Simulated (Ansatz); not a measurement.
# Ligand exchange: GeH3(SH) + C3H8Si → SiH3(GeH3) + C3H6S

Species: GeH3(SH), singlet; C3H8Si (prop-2-enylsilane) `C=CC[SiH3]`, singlet; SiH3(GeH3), singlet; C3H6S (allyl mercaptan) `C=CCS`, singlet. The partners trade SH for SiH3: Ge–SH and C–SiH3 bonds give way to Ge–SiH3 and C–SH.

Shapes, held fixed at every level: PBE0-D4/def2-TZVP. Flexible molecules stand in one conformer, not always the lowest. Programs: Ansatz 0.2.0. Electronic energies: no zero-point or thermal term.

```csv
level,kind,ΔE (kJ/mol),less CCSD(T)/def2-TZVPP
PBE-D4/def2-TZVPP,GGA,+57.9,-9.6
r2SCAN-D4/def2-TZVPP,meta-GGA,+65.7,-1.8
B3LYP-D4/def2-TZVPP,global hybrid,+64.8,-2.7
wB97M-V/def2-TZVPP,range-separated hybrid,+70.4,+2.9
wB97X-V/def2-TZVPP,range-separated hybrid,+67.0,-0.5
MP2/def2-TZVPP,perturbation theory,+73.0,+5.5
CCSD/def2-TZVPP,coupled cluster or CI,+68.3,+0.8
CCSD(T)/def2-TZVPP,coupled cluster or CI,+67.5,0.0
```

The highest level, CCSD(T)/def2-TZVPP, gives ΔE = +67.5 kJ/mol; the levels span +57.9 to +73.0. The column of differences is taken from that level and isn't an error. No measured value is set beside it here. Relativity is left out for Ge unless named. Correlated rows may include outer-core shells of Ge, which these sets cover unevenly.
